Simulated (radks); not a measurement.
Q: Coherent X-ray form factor from a spherical all-electron density. Method: scalar-relativistic Kohn-Sham, PBE, spin-polarised, spherical densities, point nucleus; computed with a radial shooting solver on a logarithmic mesh with Libxc functionals.

sin(theta)/lambda (1/angstrom),f0 (electrons)
0.05,36.562
0.1,35.334
0.15,33.535
0.2,31.431
0.25,29.259
0.3,27.184
0.4,23.630
0.5,20.878
0.6,18.667
0.8,14.980
1,11.883
1.25,9.018
1.5,7.247
2,5.553

The species is in the configuration that NIST lists as its ground one. Which atom or ion scatters so?

A: The zirconium ion Zr3+, [Kr] 4d1. Extrapolating in s^2 from the first two rows gives f0(0) = 37.0, near the electron count 37; among species with that count, the fall with angle is slower the higher Z, and the table is that of Z = 40; from so few rows the species is fixed only to a neighbour or two.
